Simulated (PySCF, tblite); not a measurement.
Scan of H3Ge (anion, charge -1), singlet: umbrella (inversion) coordinate, bond length relaxed. Scanned: angle between the Ge-H bonds and the threefold axis (90 = planar). Other coordinates (Ge-H bond length) were minimised at B3LYP/def2-TZVP.

- GFN2-xTB, 300 K electronic temperature (tblite)
- CCSD(T) on RHF/aug-cc-pVDZ, 9 core orbitals frozen (PySCF)

Energies relative to the lowest point of each profile, in kcal/mol; the last columns give the difference from CCSD(T):

```tsv
a / °	GFN2-xTB	CCSD(T)	GFN2-xTB − CCSD(T)
90	91.5	27.6	63.8
93	88.3	27.0	61.3
96	79.8	25.2	54.5
99	67.9	22.5	45.4
102	54.9	19.0	36.0
105	42.6	15.1	27.5
108	31.6	11.1	20.5
111	22.3	7.4	14.9
114	14.7	4.2	10.5
117	8.6	1.8	6.9
120	4.2	0.3	3.8
123	1.3	0.0	1.3
126	0.0	0.8	-0.8
129	0.4	2.9	-2.5
132	2.7	6.2	-3.5
```

GFN2-xTB is furthest from CCSD(T) at 90 (63.8 kcal/mol, above); its mean absolute difference over the points is 23.5 kcal/mol.
